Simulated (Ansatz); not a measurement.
One change: `ClBBr` becomes `BBr`.

Ansatz, PBE0-D4/def2-TZVP geometries, multiplicity 1. 

Scalar relativity is left out up to krypton.

```tsv
property	`ClBBr`
LUMO energy (ωB97M-V/def2-TZVPP) / eV	0.17
LUMO energy (PBE0/def2-TZVPP) / eV	-1.89
size of the dipole moment (B3LYP/def2-TZVPP) / D	0.41
HOMO–LUMO gap (PBE/def2-TZVPP) / eV	4.53
HOMO energy (PBE/def2-TZVPP) / eV	-7.35
size of the dipole moment (PBE/def2-TZVPP) / D	0.29
```

(1) Give the same properties after the change, and the shifts. (Best estimate.)

Results:

(1) The calculation gave: 
| property | `BBr` | shift |
| --- | --- | --- |
| LUMO energy (ωB97M-V/def2-TZVPP) / eV | -0.01 | -0.18 |
| LUMO energy (PBE0/def2-TZVPP) / eV | -2.01 | -0.12 |
| size of the dipole moment (B3LYP/def2-TZVPP) / D | 0.52 | 0.11 |
| HOMO–LUMO gap (PBE/def2-TZVPP) / eV | 3.96 | -0.57 |
| HOMO energy (PBE/def2-TZVPP) / eV | -6.95 | 0.40 |
| size of the dipole moment (PBE/def2-TZVPP) / D | 0.34 | 0.05 |

With PBE0 the HOMO rises by 0.43 eV and the LUMO falls by 0.12 eV, so the gap narrows by about 0.55 eV. PBE moves the HOMO by 0.40 eV and ωB97M-V by 0.42 eV. Dipoles are sizes alone; their direction can turn.

B3LYP here is the variant with VWN-RPA as its local correlation; programs differ in this.

Spin–orbit coupling is left out; it splits and shifts lone-pair levels of the heavy atoms by tenths of an eV.
